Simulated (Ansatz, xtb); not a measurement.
**C5H7ClN2O: which of two isomers lies lower**

We compare X, `CC(C)c1nnc(Cl)o1`, a singlet, with Y, `ClCCCc1ncon1`, a singlet. Both are isolated molecules in the gas phase, relaxed with PBE-D3(BJ)/def2-SVP; each stands in its lowest conformer found.

X (Å):

```xyz
16

C    -0.1747    0.4246    0.8026
C    -0.5405   -0.7460   -0.1277
C     0.6363   -1.7202   -0.3161
C    -1.7587   -1.4595    0.3576
C    -2.9796   -2.6082    1.6676
Cl   -3.3791   -3.4939    3.0602
N    -2.9234   -1.5903   -0.2202
N    -3.7264   -2.3428    0.6359
O    -1.7199   -2.0913    1.5818
H     0.6992    0.9745    0.4004
H    -1.0154    1.1387    0.9045
H     0.0900    0.0561    1.8146
H    -0.8417   -0.3436   -1.1169
H     1.5151   -1.1841   -0.7261
H     0.9331   -2.1719    0.6522
H     0.3756   -2.5403   -1.0137
```

Y (Å):

```yaml
atoms:
  - { symbol: C, position_ang: [0.2674, -0.0508, -1.7729] }
  - { symbol: C, position_ang: [-0.1131, 0.5315, -0.4196] }
  - { symbol: C, position_ang: [1.0845, 0.9527, 0.4445] }
  - { symbol: C, position_ang: [1.9291, -0.2094, 0.8615] }
  - { symbol: C, position_ang: [2.4742, -2.0742, 1.6340] }
  - { symbol: Cl, position_ang: [1.1312, 1.1513, -2.8141] }
  - { symbol: N, position_ang: [1.4030, -1.3583, 1.4337] }
  - { symbol: N, position_ang: [3.2434, -0.2311, 0.7143] }
  - { symbol: O, position_ang: [3.6119, -1.4773, 1.2369] }
  - { symbol: H, position_ang: [0.9448, -0.9216, -1.6688] }
  - { symbol: H, position_ang: [-0.6291, -0.3712, -2.3369] }
  - { symbol: H, position_ang: [-0.7824, 1.4031, -0.5698] }
  - { symbol: H, position_ang: [-0.6968, -0.2423, 0.1247] }
  - { symbol: H, position_ang: [1.7221, 1.6771, -0.0985] }
  - { symbol: H, position_ang: [0.7105, 1.4562, 1.3611] }
  - { symbol: H, position_ang: [2.5634, -3.0762, 2.0743] }
```

Quicker runs give these differences E(Y) − E(X): GFN2-xTB +72.9 kJ/mol; HF/STO-3G −11.5 kJ/mol (at GFN2-xTB geometries); r2SCAN-D4/def2-SVP +14.8 kJ/mol (at GFN2-xTB geometries).

Q: Which of the two would you expect CCSD(T)/def2-SVP + ΔMP2/def2-TZVPP electronic energies to favour?

A: Structure X; the calculation gives E(Y) − E(X) = +14.7 kJ/mol.

The same difference at several levels:

| level | geometry | E(Y) − E(X) (kJ/mol) | departure from the last row (kJ/mol) | job, with rough time for the two |
| --- | --- | --- | --- | --- |
| GFN2-xTB | GFN2-xTB | +72.9 | +58.2 | optimisation, 0.18 s |
| HF/STO-3G | GFN2-xTB | −11.5 | −26.1 | single point, 0.56 s |
| r2SCAN-D4/def2-SVP | GFN2-xTB | +14.8 | +0.1 | single point, 5.1 s |
| PBE-D3(BJ)/def2-SVP | PBE-D3(BJ)/def2-SVP | +14.4 | −0.3 | optimisation, 44 s |
| HF/def2-SVP | PBE-D3(BJ)/def2-SVP | +14.2 | −0.4 | part of the CCSD(T) run |
| MP2/def2-SVP | PBE-D3(BJ)/def2-SVP | +26.9 | +12.3 | part of the CCSD(T) run |
| CCSD(T)/def2-SVP | PBE-D3(BJ)/def2-SVP | +20.0 | +5.4 | single point |
| CCSD(T)/def2-SVP + ΔMP2/def2-TZVPP | PBE-D3(BJ)/def2-SVP | +14.7 |  | single point, 3.4 min |

As drawn, Y has 1 C∷N, 1 N∷O in place of 1 N∷N, 1 C∷O (∷ is an aromatic bond).

HF/STO-3G puts the two in the other order. The largest departure from CCSD(T)/def2-SVP + ΔMP2/def2-TZVPP is that of GFN2-xTB, 58.2 kJ/mol. The last row adds to CCSD(T) the change of the MP2 difference between the two basis sets, here −5.4 kJ/mol.

With thermal terms from frequencies at re-optimised GFN2-xTB minima (ideal gas, soft modes damped towards free rotors, one conformer each, 298.15 K, 1 atm): on the last row, ΔE + ΔZPE = +15.5, ΔH = +14.2, ΔG = +15.3 kJ/mol.

The correlated steps freeze 13 core orbitals. Codes used: Ansatz 0.2.0, xtb 6.7.1; the last row on 4 threads of Arm Neoverse V1 on a shared host.
